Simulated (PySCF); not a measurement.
Bonds (- single, = double, # triple, : aromatic): F1-P2 1.592 Å, P2-F3 1.592 Å, P2-P4 2.224 Å, P4-Si5 2.257 Å, P4-Si6 2.256 Å. Si5 carries H7, H8, H9; Si6 carries H10, H11, H12.

Geometry: PBE0-D3(BJ)/def2-TZVP; GIAO absolute shieldings from PySCF 2.14.0 with density-fitted response routines, gas phase, non-relativistic, averaged over equivalent atoms.

At PBE0/pcSseg-2 (328 basis functions):
| atoms | σ (ppm) |
| --- | --- |
| F1/F3 | 251.8 |
| P2 | -1.7 |
| P4 | 535.1 |
| Si5/Si6 | 423.1 |
| H7/H8/H9/H10/H11/H12 | 27.28 |

Estimate the result of repeating the calculation with wB97X-D/pcSseg-2.

Results:


| atoms | σ at wB97X-D/pcSseg-2 | change |
| --- | --- | --- |
| F1/F3 | 259.2 | +7.4 |
| P2 | -10.7 | -9.0 |
| P4 | 531.6 | -3.5 |
| Si5/Si6 | 420.5 | -2.6 |
| H7/H8/H9/H10/H11/H12 | 27.42 | +0.14 |

The largest change is at P2 (phosphorus bonded to 2 F, P). Cost: 328 basis functions.
